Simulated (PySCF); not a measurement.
**Multinuclear NMR of C6H10F2Si**

Mapped SMILES: `[CH3:1]/[CH:2]=[C:3]1\[CH2:4][SiH2:5][C@H:6]1[CH:7]([F:8])[F:9]`. Each H is labelled by its parent atom. Ha(C4), Ha(Si5) are cis to C7 on the ring; Hb(C4), Hb(Si5) are trans to C7 on the ring.

[PySCF 2.14.0 with density-fitted response routines: shieldings: GIAO PBE0/pcSseg-1; structure optimised with GFN2-xTB; non-relativistic; a single conformation; fast rotation and ring inversion assumed for equivalent nuclei; isolated molecule]

Q: Predict the ¹⁹F NMR data.

A: 
```csv
atoms,environment,σ (ppm),δ (ppm)
F9,fluorine of a CF2 group,296.3,-106.7
F8,fluorine of a CF2 group,308.0,-117.3
```

Shieldings were converted by a linear fit to measured shifts: ¹⁹F: δ = 146.13 − 0.903σ +14.6 on sp3 carbon (rms 6.0 ppm, 223 shifts, 7.0 ppm with the 5 outliers that the fit left out vs CFCl3, solution or neat liquid). Occasional misses reach two or three times the rms, and more in compound classes unlike the fitted ones.

On a 400 MHz spectrometer ¹⁹F resonates near 376.4 MHz, so 1 ppm is 376.4 Hz.

Q: Predict the ²⁹Si NMR data.

A: 
```json
{"atoms": "Si5", "environment": "silicon bonded to 2 C, 2 H, in a 4-membered ring", "σ (ppm)": "397.7", "δ (ppm)": "-46.9"}
```

Shieldings were converted by a linear fit to measured shifts: ²⁹Si: δ = 279.94 − 0.822σ (rms 8.9 ppm, 72 shifts, 25.8 ppm with the 6 outliers that the fit left out vs TMS, solution or neat liquid). A few per cent of atoms miss by over 2 rms, more outside the fitted compound classes.

On a 300 MHz spectrometer ²⁹Si resonates near 59.6 MHz, so 1 ppm is 59.6 Hz.
